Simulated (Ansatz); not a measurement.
Reactions of B2GeH7N, SMILES `[BH2][GeH2][BH]N`.

Gas-phase electronic energies from Ansatz, PBE0-D4/def2-TZVP geometries. CCSD(T)/CBS is the MP2 limit (def2-TZVPP, def2-QZVPP) plus CCSD(T) − MP2 in def2-TZVPP, frozen cores. This one scheme is used for every species. Functionals use def2-TZVPP. For Ge outer-core shells are correlated without core-valence functions, which leaves a few kJ/mol of doubt a bond. Scalar relativity is left out up to krypton. Each species was taken in one conformer, which may not be the lowest.

```tsv
reaction	CCSD(T)/CBS(def2) (kJ/mol)
`[BH2][GeH2][BH]N` + `B[SiH2]O` → `B[SiH](B)O` + `N[BH][GeH3]`	13
`[BH2][GeH2][BH]N` + CH₃OH → `[BH2][GeH2][O]C` + `BN`	-21
`[BH2][GeH2][BH]N` + PH₃ → `[BH2][GeH2][PH2]` + `BN`	?
`[BH2][GeH2][BH]N` + H–F → `[BH2][GeH2][F]` + `BN`	-47
```

Q: Fill in the missing values. (Best estimate.)

A: The calculation gave: `[BH2][GeH2][BH]N` + PH₃ → `[BH2][GeH2][PH2]` + `BN`: -24.5 kJ/mol.

Largest T1 diagnostic: 0.014, for `B[SiH](B)O`.
